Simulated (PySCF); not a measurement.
**Which determinant of CuCl lies lowest?**

Unrestricted PBE0; PySCF, scalar-relativistic core potentials, basis sets Cu cc-pVDZ-PP with ECP10, Cl cc-pV(D+d)Z. Outer shells of the fragments: Cu 3d10 4s1; Cl 3s2 3p5.

Followed along the bond (rough minima from three points):

```
2Ms+1  unpaired  ⟨S²⟩ at the start  R at minimum (Å)  Te (eV)
    1      none               0.00              2.06     0.00
    3      σ ↑↑               2.00              2.14     1.87
```

Solutions found at the starting distance of 2.105 Å, counted from the lowest of them; the search is not exhaustive and high or unbound solutions are not listed, so other states can lie among these:

| 2Ms+1 | unpaired | term | E (eV) | ⟨S²⟩ | ⟨Lz²⟩ | μ (D) |
| --- | --- | --- | --- | --- | --- | --- |
| 1 | none | ¹Σ⁺ | 0.00 | 0.00 | 0.00 | -5.05 |
| 3 | σ ↑↑ | ³Σ⁺ | 1.86 | 2.00 | 0.00 | -1.99 |
| 3 | σ ↑, π ↑ | ³Π | 2.02 | 2.00 | 1.01 | -1.32 |
| 1 | σ ↑, π ↓ | mixed | 2.15 | 1.01 | 1.00 | -1.22 |
| 3 | σ ↑, δ ↑ | ³Δ | 2.50 | 2.00 | 4.00 | -2.48 |
| 1 | σ ↑, δ ↓ | mixed | 2.65 | 1.00 | 4.00 | -2.28 |

A term symbol is given only where ⟨S²⟩ and ⟨Lz²⟩ are close to those of a pure state; real π, δ and φ orbitals otherwise mix terms. A positive dipole means Cu(−)Cl(+).

Counting both spins, an empty level lies below a filled one in some of these solutions, because spin and occupation are held.
